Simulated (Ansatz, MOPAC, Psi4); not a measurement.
System: C$_{4}$H$_{6}$S (charge 0, singlet). SMILES: C1=CCSC1
Structure (B3LYP-D3(BJ)/def2-TZVP (Ansatz, a quantum-chemistry and plane-wave program) minimum search):
```xyz
11

C     -1.3436     0.0597    -0.0770
C     -0.7208    -1.3022    -0.0537
C      0.6008    -1.3627     0.0220
C      1.3435    -0.0632     0.0769
S      0.0562     1.2477     0.0148
H     -1.9152     0.2296    -0.9922
H     -2.0168     0.2132     0.7694
H     -1.3523    -2.1815    -0.0983
H      1.1506    -2.2959     0.0451
H      1.9270     0.0329     0.9953
H      2.0287     0.0492    -0.7663
```

PM6 beside other levels, property by property. Conventions: 6-31G* and kin with 6d, 5d where marked; valence correlation only; open shells spin-unrestricted; spin-orbit terms left out; non-relativistic; LANL2DZ with its own core potentials from Na on; no dispersion term unless named. CBS marks a two-point X^-3 extrapolation of the correlation energy; Hartree-Fock from the larger set. [CCSD(T)-MP2]/basis is that difference in the basis named. First-principles rows: single points at B3LYP-D3(BJ) geometries (Ansatz), with unscaled harmonic terms from B3LYP/6-31G* (Ansatz) at its own minima, enthalpies of formation by atomisation with measured atoms. Semi-empirical rows: MOPAC heats of formation at their own minima for 298 K, the proton's as measured; dipoles at the shared geometry.

Measured values: CRC Handbook, as tabulated in the package chemicals; NIST CCCBDB, as tabulated in the package chemicals; they hold spin-orbit and core effects, anharmonicity. Coupled cluster (Ansatz) is a level with limits of its own, used here on species with T1 under 0.025 (0.045 for open shells) and stable references: RI-MP2/CBS(cc-pV(T+d)Z,cc-pV(Q+d)Z)+[CCSD(T)-MP2]/cc-pV(T+d)Z.

```json
[
 {"property": "proton affinity at S (heteroatom site), enthalpy at 298 K, to C1=CC[SH+]C1 (kcal/mol)", "PM6 (MOPAC)": "206.1", "B3LYP/LANL2DZ (Ansatz)": "188.4", "B3LYP/6-31G* (Ansatz)": "199.4", "wB97X-D/6-31G* (Psi4)": "200.0", "to compare with": "200.0 coupled cluster"},
 {"property": "size of the dipole moment (D)", "PM6 (MOPAC)": "1.86", "B3LYP/LANL2DZ (Ansatz)": "2.15", "B3LYP/6-31G* (Ansatz)": "1.99", "wB97X-D/6-31G* (Psi4)": "2.06", "to compare with": "1.75 measured"},
 {"property": "enthalpy of formation at 298 K (kcal/mol)", "PM6 (MOPAC)": "11.3", "B3LYP/LANL2DZ (Ansatz)": "78.6", "B3LYP/6-31G* (Ansatz)": "32.8", "wB97X-D/6-31G* (Psi4)": "23.0", "to compare with": "20.8 measured"}
]
```

As the rows show:
- proton affinity at S (heteroatom site), enthalpy at 298 K, to C1=CC[SH+]C1: PM6 lies 6.1 kcal/mol above coupled cluster.
- size of the dipole moment: PM6 lies 0.11 D above the measured value.
- enthalpy of formation at 298 K: PM6 lies 9.5 kcal/mol below the measured value.

The properties are those with a value to compare with, at most eight drawn at random. No case is left out for the size of its miss. Left out are saddle points of the reference geometry, anions that the best level run finds unbound, excited spin states, species near biochemistry, 298 K rows of species without real B3LYP wavenumbers, cases with under five habitual levels, runs that failed or that the program found above a lower state of the same kind, table entries that another table contradicts, and a share of species set aside by lot.
